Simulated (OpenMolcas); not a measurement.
## V IV: from CASSCF to CASPT2

* Program: OpenMolcas
* Basis: ANO-RCC-VQZP [7s6p4d3f2g1h]
* Scalar Hamiltonian: DKH2, point nucleus
* Active space: 2 electrons in 5 orbitals (3d)
* State averaging: 2S+1 = 3 even, 10 roots; 2S+1 = 1 even, 15 roots (14 in the spin-orbit step)
* Spin-orbit coupling: state interaction with AMFI integrals over the reference wave functions, term energies averaged over their components

Methods on the same reference wave functions:
A. CASSCF
B. SS-CASPT2, IPEA 0.25 Eh, imaginary shift 0.1 Eh (closed shells correlated: 3s 3p)

Energies in cm-1 above 3d2 3F2, the measured ground level; measured values from Sugar and Corliss, J. Phys. Chem. Ref. Data 7, 1191 (1978).

| Level | A | B | Measured |
| --- | --- | --- | --- |
| 3d2 3F2 | 0.0 | 0.0 | 0.0 |
| 3d2 3F3 | 320 | 323 | 325 |
| 3d2 3F4 | 736 | 738 | 735 |
| 3d2 1D2 | 13981 | 10500 | 10959 |
| 3d2 3P0 | 16536 | 13690 |  |
| 3d2 3P1 | 16640 | 13790 | 13239 |
| 3d2 3P2 | 16880 | 14030 | 13458 |
| 3d2 1G4 | 21490 | 18620 | 18391 |

Deviations, from unrounded energies. A percentage is the sum of absolute deviations over the sum of measured energies, with the sign that they share, or ± where signs differ.

```csv
Against measurement,Levels,A,B
mean absolute deviation (cm-1),6,2200,300
fine structure of the ground term (%),2,±0.6,±0.5
other terms of the ground configuration (%),4,+23.1,±3.2
```

B lies closest to measurement on these levels. The largest miss of B in the table is 3d2 3P2, by +570 cm-1. The ranking rests on the paired levels alone, and a cruder setting can come out closer through cancelling errors.

From A to B the spin-free energies of the other terms of 3d2 shown, above 3F, scale by factors of 0.74 to 0.86, as is usual when dynamic correlation screens the repulsion within a d or f shell.

The lowest spin-free term lies below A's lowest term by 0.334 hartree in B.

CASPT2 breaks the degeneracy within a term, and the mean is taken; among the terms shown or strongly mixed into the levels shown the widest spread is 910 cm-1 (3d2 1G, B). Some high roots are left out of the spin-orbit mixing, which shifts the levels that they would mix with. Without dynamic correlation excited terms often stand tens of per cent too high (terms of higher spin than the ground term too low), and those without a measured partner can miss by more than the paired ones (holds for A). Measured partners are found by configuration, term and J. A level has none where our copy of the source lacks it or the pairing is in doubt (some pairs that miss far off the trend of their configuration count as doubtful), and it then counts in no deviation. Levels of configurations outside the active space are missing.
